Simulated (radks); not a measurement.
Task: Yb I, configuration [Xe] 4f14 6s2 (the NIST ground configuration). All-electron calculation, Dirac Kohn-Sham, PBE, spin-unpolarised, spherical densities, point nucleus; speed of light set to 13703.6 atomic units (100 times the physical value, a model run). Program: a radial shooting solver on a logarithmic mesh with Libxc functionals.

Spin-orbit splittings of the eigenvalues, e(l+1/2) - e(l-1/2), with zeta = 2 splitting/(2l+1) and mean radii in bohr:

shell  occ.  splitting (eV)   zeta (eV)  <r> j=l-1/2  <r> j=l+1/2
2p        6         0.08811     0.05874      0.07766      0.07766
3p        6         0.01847     0.01231       0.2242       0.2242
3d       10        0.004801    0.001921       0.1974       0.1974
4p        6               ?           ?       0.5370       0.5370
4d       10       0.0008951   0.0003580       0.5627       0.5627
4f       14       0.0001433  0.00004094       0.7467       0.7467
5p        6       0.0004779   0.0003186        1.507        1.507

Estimate the 4p splitting.

Result: 0.004092 eV (zeta = 0.002728 eV).
